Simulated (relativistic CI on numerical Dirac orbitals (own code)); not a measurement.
Co³⁺ in a cubic cluster: 2p photoemission with charge transfer

Computed with a charge-transfer multiplet model of a cubic metal-ligand cluster with up to 2 ligand holes, Slater and spin-orbit integrals from Dirac-Coulomb-Breit ions, Slater integrals scaled by 0.7. The ground state mixes d6 with configurations of k ligand holes L, whose averages lie at kΔ + k(k − 1)U_dd/2; a core hole lowers each added d electron by U_cd. 300 K, Lorentzian 0.6 eV and Gaussian 0.8 eV FWHM.

Atomic integrals in eV (Slater integrals scaled, ζ unscaled), ground: F2dd 8.824, F4dd 5.512, zeta_d 0.071; with the core hole: F2dd 10.024, F4dd 6.297, zeta_d 0.102, zeta_core 9.658, F2cd 6.005, G1cd 4.623, G3cd 2.630.

Cluster parameters (eV): Δ = 4.2, U_dd = 7, U_cd = 8.2, 10Dq(ligand) = 0.2, V(eg) = 2.25, V(t2g) = -1.19, final-state hopping factor = 0.9.

| Case | n_d | d6 | d7L | d8L2 | S |
| --- | --- | --- | --- | --- | --- |
| 10Dq = 0.2 eV | 6.23 | 0.78 | 0.21 | 0.01 | 2.00 |
| 10Dq = 0.8 eV | 6.22 | 0.79 | 0.21 | 0.01 | 2.00 |
| 10Dq = 1.1 eV | 6.22 | 0.79 | 0.20 | 0.01 | 1.99 |

Weights, n_d and S are thermal averages at 300 K. Binding energies count from the first peak over 30 % of the highest in each spectrum, which can be another peak from case to case. The parameters are a model scan and need not match a compound or its usual spin state. Peaks in eV (height, largest 100):
- 10Dq = 0.2 eV: 0.0 (100), 6.5 (49), 7.5 (47), 11.6 (16), 16.3 (65), 23.1 (31)
- 10Dq = 0.8 eV: 0.0 (100), 6.6 (51), 11.5 (15), 16.3 (64), 23.1 (30)
- 10Dq = 1.1 eV: 0.0 (100), 6.7 (52), 11.4 (15), 16.3 (62), 23.1 (30)

Curve for 10Dq = 0.8 eV (points under 2 left out, the grid thinned):

(E (eV), Intensity): (-3.4, 2.3), (-2.7, 3.4), (-2.0, 5.8), (-1.2, 16.9), (-0.5, 67.6), (0.2, 96.4), (0.9, 75.1), (1.6, 69.6), (2.4, 54.4), (3.1, 43.7), (3.8, 34.8), (4.5, 30.5), (5.2, 27.8), (6.0, 39.9), (6.7, 50.6), (7.4, 44.9), (8.1, 36.8), (8.8, 26.5), (9.6, 20.2), (10.3, 15.4), (11.0, 14.7), (11.7, 15.0), (12.4, 13.0), (13.2, 8.7), (13.9, 7.3), (14.6, 9.8), (15.3, 28.2), (16.1, 62.5), (16.8, 56.5), (17.5, 36.7), (18.2, 23.8), (18.9, 15.0), (19.7, 11.2), (20.4, 10.6), (21.1, 10.9), (21.8, 14.7), (22.5, 25.7), (23.3, 29.6), (24.0, 20.4), (24.7, 13.1), (25.4, 8.5), (26.1, 7.1), (26.9, 4.6), (27.6, 3.0), (28.3, 2.0)

For the case 10Dq = 0.8 eV, Δ = 4.2 eV is smaller than U_dd = 7 eV, the charge-transfer side of the Zaanen-Sawatzky-Allen scheme. With the core hole the average of the configuration with one ligand hole lies at Δ − U_cd = -4.0 eV before mixing: the effective hopping of about 3.1 eV (from the holes of the mixed ground state) is comparable with this gap or larger, so the configurations mix strongly.
